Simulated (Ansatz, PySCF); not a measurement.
Pulling on the Zn1–H2 bond in H2SeZn (SMILES [ZnH][SeH]) (multiplicity 1 held, fragments rigid). Energies count from the point at 1.536 Å.
Geometry at that point (charge 0, multiplicity 1):
```xyz
4

Zn    -0.70919    -0.50984    -0.82880
H     -1.61369    -1.16460    -1.88282
Se     0.65396     0.50525     0.74073
H      0.65501    -0.71868     1.56184
```

Restricted levels (R-, RO-) in cc, def2 and unpolarised 6-31G sets keep to the state of the molecule at rest. Active spaces are followed from a long bond inwards. Left out are points that failed, MP2 points in a non-variational dive below the minimum, coupled-cluster points behind a sign of a changed root (a jump of the amplitudes, or a one-step jump against full CI or MRCI), small-basis points behind a change of solution, and semi-empirical points at long bonds. Levels need not reach the same state.

Cores are frozen in the correlated methods. Filled d and f shells under p-block atoms count as core. Rows in LANL2DZ carry no dispersion term and start afresh at each structure. LANL2DZ brings its own core potentials from Na on.

Run with Ansatz (Gaussian basis) for Hartree–Fock, density functionals and correlated methods; PySCF for LANL2DZ rows. Each number belongs to the level named beside it.

Energies in eV.

| R (Å) | R-HF/def2-TZVPP | R-PBE/def2-TZVPP | R-B3LYP/LANL2DZ | R-wB97X-V/def2-TZVPP | FIC-MRCISD on CASSCF(2,2)/def2-TZVPP | FIC-MRCISD+Q on CASSCF(2,2)/def2-TZVPP |
|---|---|---|---|---|---|---|
| 1.228 | 1.22 | 0.99 | 1.35 | 1.00 | 1.03 | 0.99 |
| 1.382 | 0.28 | 0.18 | 0.34 | 0.18 | 0.20 | 0.18 |
| 1.536 | 0.00 | 0.00 | 0.00 | 0.00 | 0.00 | 0.00 |
| 1.689 | 0.08 | 0.13 | 0.01 | 0.15 | 0.13 | 0.14 |
| 1.843 | 0.36 | 0.42 | 0.21 | 0.47 | 0.41 | 0.44 |
| 2.073 | 0.94 | 0.97 | 0.68 | 1.09 | 0.96 | 1.01 |
| 2.303 | 1.58 | 1.54 | 1.21 | 1.75 | 1.51 | 1.58 |
| 2.687 | 2.62 | 2.38 | 2.06 | 2.78 | 2.29 | 2.37 |
| 3.071 | 3.51 | 3.03 | 2.77 | 3.65 | 2.81 | 2.90 |
| 3.532 | 4.39 | 3.59 | 3.42 | 4.47 | 3.13 | 3.22 |
| 4.146 | 5.26 | 4.04 | left out | 5.28 | 3.28 | 3.37 |
| 4.914 | 6.01 | 4.32 | left out | 5.95 | 3.31 | 3.41 |

Doubts at one or more of the structures used: a restricted determinant that unrestricted orbitals would lower (R-HF/def2-TZVPP, R-PBE/def2-TZVPP, R-B3LYP/LANL2DZ, R-wB97X-V/def2-TZVPP).

Ansatz is a program for electronic structure.
